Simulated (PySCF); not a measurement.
SMILES COc1ccc(O)s1, GFN2-xTB optimised geometry. Atoms within 1.6 Å of the plane z = 0.0 Å (x, y, z in Å): C1 (-2.34, -1.99, -0.02), O2 (-0.96, -2.22, 0.00), C3 (-0.16, -1.12, 0.00), C4 (1.19, -1.12, 0.00), C5 (1.75, 0.18, 0.00), C6 (0.82, 1.16, 0.00), O7 (1.05, 2.49, 0.00), S8 (-0.80, 0.50, 0.00), H9 (-2.67, -1.43, 0.86), H10 (-2.64, -1.45, -0.92), H11 (-2.81, -2.98, -0.02), H12 (1.77, -2.03, 0.00), H13 (2.81, 0.38, 0.00), H14 (0.21, 2.98, 0.00).

Method: B3LYP/def2-TZVP (PySCF). Cells within 0.4 Å of a nucleus heavier than hydrogen are left out (blank, or x).

Map of the electron localisation function on the plane z = 0.0 Å:

```
|000000000000000000000000000|
|000000000000000000000000000|
|000000000000010000000000000|
|000000000002553111100000000|
|000000000004798445520000000|
|000000000003899778751000000|
|000000000000699xx9851000000|
|000000001100036xx8730000000|
|000000024531015885200000000|
|000000257875444x42000231000|
|000000368973684xx6337997000|
|00000027891x087x88589999200|
|0000000587xx16447xx99999400|
|00000001562044015xx89999200|
|000000000368962389756885000|
|0000013200273x75x7721110000|
|000014662025xx85xx520000000|
|000014634468528629983000000|
|000013xx28xx732489998200000|
|0001476x58xx720189999400000|
|001599993589840069999200000|
|003999991178740028985000000|
|002999991036520001310000000|
|000799980002200000000000000|
|000068830000000000000000000|
|000000000000000000000000000|
|000000000000000000000000000|
```
Scale: ten equal steps from 0.000 (start of '0') to 1.000 (end of '9'), in the order '0123456789'; x runs from -5.00 to 5.00, y from -5.00 (bottom) to 5.00 (top).
